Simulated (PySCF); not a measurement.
**Solvent effects on NMR parameters**

Numbering as in the mapped SMILES `[CH3:1][O:2][C:3]1=[N:4][CH2:5][CH2:6][CH2:7]1`. Each H is labelled by its parent atom.

GIAO PBE0/pcSseg-1 in PySCF on one PBE0-D3(BJ)/def2-SVP conformer, non-relativistic, equivalent nuclei averaged. Solvents enter as an IEF-PCM continuum (chloroform with ε = 4.7, dimethylsulfoxide with ε = 46.8) around the gas-phase geometry. Shifts are referred to TMS computed in the same medium.

In chloroform, δ in ppm: C3 180.7, C5 58.0, C1 56.3, C7 33.2, C6 27.5, H(C1) 3.75, H(C5) 3.66, H(C7) 2.35, H(C6) 1.89. Dipole moment 1.22 D.

Q: How does each δ change in the more polar medium?

A: 
| atoms | environment | Δδ, dimethylsulfoxide |
| --- | --- | --- |
| C3 | C=N carbon | +1.2 |
| C5 | sp3 CH2 bonded to N | +0.2 |
| C1 | methyl carbon bonded to O | +0.3 |
| C7 | sp3 CH2 in a ring | +0.3 |
| C6 | sp3 CH2 in a ring | +0.2 |
| H(C1) | hydrogen on a methyl carbon bonded to O | +0.01 |
| H(C5) | hydrogen on an sp3 CH2 bonded to N | 0.00 |
| H(C7) | hydrogen on an sp3 CH2 in a ring | +0.05 |
| H(C6) | hydrogen on an sp3 CH2 in a ring | +0.05 |

Changes are relative to chloroform. The dipole moment becomes 1.39 D in dimethylsulfoxide.

Q: Which nuclei move most (in ppm), and what does the model miss?

A: C3 (C=N carbon, +1.2 ppm) in dimethylsulfoxide. A continuum only polarises the solute; specific hydrogen bonds, the anisotropy of aromatic solvents and changes of geometry or conformer are outside it.
